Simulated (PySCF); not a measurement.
Calculation: ωB97X-D3(BJ)/def2-TZVP // B3LYP-D3(BJ)/def2-TZVP (PySCF 2.14.0). Isolated molecules, 0 K electronic values unless said otherwise. Delta-SCF ions had no search for a lower state. Excitations are Tamm–Dancoff values on a coarser integration grid. The basis has no diffuse functions, so Rydberg states are missing or too high.

Reference species (SMILES): `CB(C)Br` (neutral, multiplicity 1).

- S1 excitation (TDA): 5.78 eV
- vertical ionisation energy (Delta-SCF): 10.36 eV

Changed species: `CB(Br)Br` (1 of 3 Br replaced by CH3; the reference has 2 of 3 Br replaced by CH3).

Q: What does the change do to the S1 excitation (TDA) and vertical ionisation energy (Delta-SCF)?

A: the S1 excitation (TDA) decreases by 0.22 eV, to 5.56 eV; the vertical ionisation energy (Delta-SCF) rises by 0.38 eV, to 10.74 eV.
